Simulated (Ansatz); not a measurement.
```yaml
crystal:
  periodic: [false, false, false]
  atoms:
    - {symbol: O, position_ang: [-1.375220, -0.627631, 0.834929]}
    - {symbol: Mo, position_ang: [-0.273725, 0.170453, -0.086471]}
    - {symbol: Xx, position_ang: [1.386294, -0.601528, 0.156958]}
    - {symbol: F, position_ang: [-0.420930, -0.733976, -1.692914]}
    - {symbol: F, position_ang: [-1.066010, 1.543685, -1.033877]}
    - {symbol: F, position_ang: [0.232812, 1.536670, 1.052158]}
    - {symbol: H, position_ang: [1.577979, -1.355574, 0.723519]}
basis:
  gaussian: {orbitals: cc-pVTZ-DK, final_grid: {core_spheres: 5, valence_spheres: 4, degree: 11}}
magnetization: {spin_polarized: true, initial_magnetization: 2}
hamiltonian: {xc: {name: RPBE}, dispersion: d3bjatm}
scf: {lower_state_search: light}
```

```sh
$ ansatz run in.yaml --threads 4 --pin off --events-out ev --progress --plain --max-ram 10444MiB
```

It prints (some lines left out):

```
Error: YAML parse error: error: line 6 column 16: `Xx` is not an element symbol (H … Og, case-exact)
 --> <input>:6:16
4 |     - {symbol: O, position_ang: [-1.375220, -0.627631, 0.834929]}
5 |     - {symbol: Mo, position_ang: [-0.273725, 0.170453, -0.086471]}
6 |     - {symbol: Xx, position_ang: [1.386294, -0.601528, 0.156958]}
7 |     - {symbol: F, position_ang: [-0.420930, -0.733976, -1.692914]}
8 |     - {symbol: F, position_ang: [-1.066010, 1.543685, -1.033877]}
```

In this input an element symbol is wrong. The program refused the input.
